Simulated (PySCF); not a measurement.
# Working with the constants of AuC

PBE0 constants of AuC, ²Π (doublet), unpaired electrons π ↑ (PySCF, scalar-relativistic core potentials, basis sets Au cc-pVDZ-PP with ECP60, C cc-pVDZ; masses 196.9666 and 12.0000 u):

| Property | Result |
| --- | --- |
| ωe | 692.0 cm⁻¹ |
| ωexe | 4.45 cm⁻¹ |
| Be | 0.42682 cm⁻¹ |
| αe | 0.00376 cm⁻¹ |
| De to Au (5d10 6s1) + C | 2.80 eV |

Task: What force constant and bond length do these constants imply?

Result: Reduced mass μred = 11.311 u; k = 5.8918×10⁻⁷·μred·ωe² (u, cm⁻¹, mdyn/Å) = 3.19 mdyn/Å; Re = √(16.8576/(μred·Be)) (u, cm⁻¹, Å) = 1.869 Å.

Task: Estimate the centrifugal constant D from the Kratzer relation and find the Dunham coefficient a1.

Result: D = 4Be³/ωe² = 6.5e-07 cm⁻¹; a1 = −1 − αeωe/(6Be²) = -3.38.

Spin–orbit coupling is left out, which matters for elements this heavy, above all for dissociation energies. With d or f electrons several states lie close, and the lowest PBE0 determinant need not be the measured ground state.
